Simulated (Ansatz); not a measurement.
Molecule: CH3Zn, net charge 1, singlet state. 
Coordinates optimised at B3LYP-D3(BJ)/def2-TZVP (Ansatz, an electronic-structure program):
```xyz
5

Zn    -0.3464    -0.1992    -0.2734
C      1.0935     0.6288     0.8630
H      1.5632    -0.2249     1.3432
H      0.5446     1.2815     1.5361
H      1.7219     1.1459     0.1433
```
Charge +1, spin multiplicity 1.

Basis-set convergence of Hartree-Fock and CCSD(T) correlation energies (hartree) with Ansatz. Correlated levels leave the core frozen unless marked. Spin-orbit coupling is left out. Frozen are the shells of the preceding noble gas and the d and f shells that filled before the atom's block. No relativistic terms.

The Hartree-Fock reference is unstable (checked in the largest basis), which strains HF and MP2. 

```json
[
 {"basis": "def2-SVPD", "functions": "78", "E(HF)": "-1816.86187", "E(corr, CCSD(T))": "-0.45693", "rough core time": "under 20 s"},
 {"basis": "def2-TZVPPD", "functions": "155", "E(HF)": "(withheld)", "E(corr, CCSD(T))": "(withheld)", "rough core time": "21 s"}
]
```

Q: What belongs in the gaps?

A: 
- def2-TZVPPD, E(HF): -1817.14631
- def2-TZVPPD, E(corr, CCSD(T)): -0.65375
